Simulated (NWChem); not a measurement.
SiH3SO2F; SMILES O[Si](O)(F)S

```xyz
8

O     -1.2827    -0.9628     0.7980
Si     0.0550    -0.3367     0.0753
O      1.3797    -0.9052     0.8545
F      0.0937    -0.7940    -1.4697
S      0.0006     1.7896     0.1485
H     -2.1305    -0.8171     0.3544
H      1.3867    -1.8577     1.0321
H      0.9442     1.9834    -0.7983
```
Atoms are numbered in this order, from 1.

Computed with NWChem. Pople sets run with spherical d functions. Geometry: optimised at B3LYP/6-31G* (spherical d). GIAO values for the isolated, static molecule; σ is the absolute isotropic shielding, δ = σ(reference) − σ with the isolated reference molecule computed at the same levels (19F: trichlorofluoromethane, 1H: tetramethylsilane, 17O: water, 29Si: tetramethylsilane).

For level Hartree-Fock/6-31G*:

```
Item         Value
-----------  -----
δ O1 (ppm)    33.0
δ Si2 (ppm)  -32.0
δ O3 (ppm)    29.1
δ F4 (ppm)   -79.7
σ S5 (ppm)   771.3
δ H6 (ppm)    2.56
δ H7 (ppm)    2.84
```

Question: What are these values for level PBE0/pcSseg-1?

Answer: 
* **δ O1 (ppm)**: 65.8
* **δ Si2 (ppm)**: -35.2
* **δ O3 (ppm)**: 59.8
* **δ F4 (ppm)**: -122.0
* **σ S5 (ppm)**: 723.0
* **δ H6 (ppm)**: 2.44
* **δ H7 (ppm)**: 2.70
